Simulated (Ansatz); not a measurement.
Coupled-cluster diagnostics for Ag₂Cl₂⁺, Ansatz.

Geometry of the doublet (r2SCAN-D4/def2-SVP):

```csv
atom,x (Å),y (Å),z (Å)
Ag1,-0.198,1.049,-1.190
Ag2,0.199,-1.048,1.190
Cl3,1.271,-0.893,-0.998
Cl4,-1.272,0.892,0.998
```

In the def2 sets Ag takes a core potential; there is no spin–orbit coupling. Correlated methods freeze 10 core orbitals; core or outer-core shells of Ag are correlated, in sets that lack core-valence functions. In CCSD on the charge 1 quartet the largest single amplitude is 0.19, so its Hartree–Fock determinant may place the open shell otherwise than the density functionals do. The structure comes from a short search, and lower isomers may exist.

Geometry of the charge 1 quartet (r2SCAN-D4/def2-SVP):

```xyz
4

Ag   -0.610    1.931    0.649
Ag    0.610   -1.931   -0.649
Cl   -0.863   -0.582    0.921
Cl    0.862    0.582   -0.921
```

Problem. Estimate the CCSD(T) correlation energy, the shares of MP2 and (T), T1 and the reference's ⟨S²⟩ for: charge 1, doublet, own geometry in def2-SVP; charge 1, quartet, own geometry in def2-SVP; and the rough time on 4 threads of Arm Neoverse N1 on a shared host.

Solution. 
```csv
state,basis,correlation (eV),MP2 share (%),(T) share (%),T1,⟨S²⟩ (pure),wall time,remarks
"charge 1, doublet, own geometry",def2-SVP,-25.952,97.6,3.0,0.020,0.80 (0.75),70 s,flagged by the program
"charge 1, quartet, own geometry",def2-SVP,-25.342,95.9,2.9,0.030,3.78 (3.75),73 s,–
```
Customary marks for T1 are 0.02 (closed shells), 0.045 (open shells) and about 0.05 (3d metals). T1 exceeds 0.02 in 2 of 2 rows and 0.045 in 0; the higher it lies, the less the single-reference result can be trusted.
